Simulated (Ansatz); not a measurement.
Q: Name a neutral molecule of F, O, Si, Te and H with LUMO energy (ωB97M-V/def2-TZVPP) between 0.80 and 1.10 eV and HOMO–LUMO gap (ωB97M-V/def2-TZVPP) between 9.85 and 10.15 eV (Ansatz, PBE0-D4/def2-TZVP geometry).

A: `O[SiH](F)[TeH]` (1.00 eV, 9.91 eV). Other molecules can fit too; these were computed, each in one conformer that needn't be the lowest.
